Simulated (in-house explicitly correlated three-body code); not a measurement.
Computed with an exponentially correlated three-body code. Model: two electrons around a point charge, non-relativistic, variational in 260 exponentially correlated functions (energies converged to about 1e-7 hartree, or 1e-8 relative for large Z).

Command:
```bash
python run_hyl.py task.json out
```
Settings (lengths in bohr, energies in hartree):
```
Z                      1
nuclear_mass           100000
interaction_strength   1
functions              260
states_tried           1
```

Run time, properties included: 2.4 s on 1 thread of Intel(R) Xeon(R) Platinum 8259CL CPU @ 2.50GHz (Skylake/Cascade Lake) (shared host).

**Ground state only, binding against the one-electron ion.**

Given: nuclear charge 1; mass of the centre 100000 electron masses.

Computed: one-electron threshold -0.499995 hartree.

```tsv
term	energy (hartree)	binding (eV)
1 1S	-0.52774541	0.75513
```

**Converged states only, values per electron or pair.**

| term | mean r (bohr) | mean r squared (bohr²) | mean inverse r (1/bohr) | mean r12 (bohr) | mean inverse r12 (1/bohr) | mean cosine | mean p1 dot p2 (bohr⁻²) | delta r1 (bohr⁻³) | delta r12 (bohr⁻³) |
| --- | --- | --- | --- | --- | --- | --- | --- | --- | --- |
| 1 1S | 2.7102 | 11.914 | 0.68325 | 4.4127 | 0.31102 | -0.10514 | 0.032878 | 0.16455 | 0.0027384 |
